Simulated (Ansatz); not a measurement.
CH2AlF, SMILES `F[C][AlH2]` (lower triplet) (charge 0, multiplicity 3). This triplet lies 0.62 eV below the relaxed singlet at the level frozen-core CCSD(T)/cc-pVTZ // PBE0-D3(BJ)/def2-TZVP (Ansatz, a first-principles code).

Z-matrix (Å, degrees):
```
Al
H 1 1.5758
H 1 1.5829 2 125.53
C 1 1.9169 2 114.24 3 179.99
F 4 1.2987 1 138.98 2 179.98
```
Charge 0, spin multiplicity 3.

Frozen-core energies in 6-31g from Ansatz at a geometry from PBE0-D3(BJ)/def2-TZVP; the HF reference has <S^2> = 2.02 and the T1 diagnostic is 0.024.

| level | energy (Ha) |
|---|---|
| HF | -380.19666 |
| MP2 | -380.40269 |
| CCSD | -380.42549 |

Estimate the energies of CCSD(T), CCSDT and CCSDT(Q), and give each level's difference from CCSDT(Q).


```json
[
 {"level": "MP2", "energy (Ha)": "-380.40269", "difference from CCSDT(Q) (mHa)": "28.89"},
 {"level": "CCSD", "energy (Ha)": "-380.42549", "difference from CCSDT(Q) (mHa)": "6.10"},
 {"level": "CCSD(T)", "energy (Ha)": "-380.43011", "difference from CCSDT(Q) (mHa)": "1.47"},
 {"level": "CCSDT", "energy (Ha)": "-380.43113", "difference from CCSDT(Q) (mHa)": "0.46"},
 {"level": "CCSDT(Q)", "energy (Ha)": "-380.43159", "difference from CCSDT(Q) (mHa)": "0.00"}
]
```
